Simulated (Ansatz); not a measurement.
Question: Name a neutral molecule of Al, F, P and H with HOMO energy (ωB97M-V/def2-TZVPP) between -10.75 and -10.45 eV and LUMO energy (ωB97M-V/def2-TZVPP) between 0.85 and 1.15 eV (Ansatz, PBE0-D4/def2-TZVP geometry).

Answer: `F[P+](F)(F)[AlH3-]` (-10.69 eV, 1.05 eV). Other molecules can fit too; these were computed, each in one conformer that needn't be the lowest.
